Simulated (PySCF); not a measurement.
Isomers of C3H10BN.

All values: PBE0/6-31G (PySCF) at PBE0-D3(BJ)/def2-SVP geometries, gas phase, one conformer each.

(1) Rank by the lowest IAO charge on any atom, highest value first.
A. `[BH2:1][NH:2][CH2:3][CH2:4][CH3:5]` with B1–N2–C3–C4 -113°, N2–C3–C4–C5 -179°
B. `[CH3:1][CH2:2][BH:3][NH:4][CH3:5]` with C1–C2–B3–N4 -128°, C2–B3–N4–C5 -179°
C. `CNB(C)C`

(2) Rank by LUMO energy, highest first.
A. `[BH2:1][NH:2][CH2:3][CH2:4][CH3:5]` with B1–N2–C3–C4 -113°, N2–C3–C4–C5 -179°
B. `CB(NC)C`
C. `[CH3:1][BH:2][NH:3][CH2:4][CH3:5]` with C1–B2–N3–C4 179°, B2–N3–C4–C5 -116°

Results:

(1) B (-0.415 e), A (-0.432 e), C (-0.583 e).

(2) B (1.66 eV), C (1.36 eV), A (0.87 eV).

All values together:

| SMILES | μ (D) | HOMO (eV) | LUMO (eV) | lowest IAO charge (e) | highest IAO charge (e) | lowest Hirshfeld charge (e) | highest Hirshfeld charge (e) |
| --- | --- | --- | --- | --- | --- | --- | --- |
| CNB(C)C | 1.43 | -7.03 | 1.66 | -0.583 (C) | +0.271 (B) | -0.179 (C) | +0.146 (B) |
| CCBNC | 1.82 | -7.33 | 1.25 | -0.415 (C) | +0.259 (H) | -0.154 (N) | +0.123 (H) |
| CBNCC | 1.72 | -7.31 | 1.36 | -0.580 (C) | +0.254 (H) | -0.177 (C) | +0.120 (H) |
| BNCCC | 2.29 | -7.58 | 0.87 | -0.432 (C) | +0.264 (H) | -0.144 (N) | +0.127 (H) |

Conformers: `[CH3:1][CH2:2][BH:3][NH:4][CH3:5]` with C1–C2–B3–N4 -128°, C2–B3–N4–C5 -179°; `[CH3:1][BH:2][NH:3][CH2:4][CH3:5]` with C1–B2–N3–C4 179°, B2–N3–C4–C5 -116°; `[BH2:1][NH:2][CH2:3][CH2:4][CH3:5]` with B1–N2–C3–C4 -113°, N2–C3–C4–C5 -179°.
